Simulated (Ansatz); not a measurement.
C2H6AuClS, singlet, geometry from GFN2-xTB (such geometries of metal compounds can be far from the true shape) (core potentials on Au); B3LYP/def2-SV(P) in Ansatz (a first-principles code).

Input for Ansatz:
Ansatz 0.2 input:
```yaml
crystal:
  periodic: [false, false, false]
  atoms:
    - {symbol: Au, position_ang: [0.30476723, -0.29058866, -0.00028544]}
    - {symbol: Cl, position_ang: [2.38811518, -1.05151819, 0.36297581]}
    - {symbol: C, position_ang: [-1.56665316, 2.07998053, -1.32026965]}
    - {symbol: S, position_ang: [-1.86517650, 0.56366068, -0.36026115]}
    - {symbol: C, position_ang: [-2.29171734, 1.31702382, 1.23988425]}
    - {symbol: H, position_ang: [-0.81144257, 2.68884717, -0.83391350]}
    - {symbol: H, position_ang: [-2.50458318, 2.62116853, -1.40614405]}
    - {symbol: H, position_ang: [-1.22402796, 1.77452577, -2.30342799]}
    - {symbol: H, position_ang: [-1.49240385, 1.97229823, 1.57051595]}
    - {symbol: H, position_ang: [-2.42836961, 0.50724411, 1.94902311]}
    - {symbol: H, position_ang: [-3.22069459, 1.86763247, 1.12239821]}
basis:
  gaussian:
    orbitals: def2-SV_P_.json
hamiltonian:
  xc: b3lyp
```
The basis file holds def2-SV(P) in the JSON format of the Basis Set Exchange.

What the program printed (banner, timings and long lists left out):

```
Functional definition: B3LYP
1138 factors; integrals over basis functions are off by at most 8.8e-4 eV
mean field evaluation 1: about -29210.7904 eV, gradient 5.4e1 eV
mean field evaluation 2: about -29206.4369 eV, gradient 6.6e1 eV
mean field evaluation 4: about -29217.8777 eV, gradient 2.0e0 eV
mean field evaluation 8: about -29218.1455 eV, gradient 2.9e-1 eV
mean field evaluation 16: about -29218.1458 eV, gradient 9.1e-5 eV
mean field -29218.14580070 eV, -1073.7470534053 hartree, gradient 1.9e-5 eV, S^2 0.000000; 0 other end points of the search recorded, 0 dependent functions left out
reference -29218.14608768 eV, -1073.7470639514 hartree; 35, 35 occupied and 66, 66 virtual orbitals, 1138 factors
Total energy: -29218.14608768 eV, -1073.7470639514 hartree
```
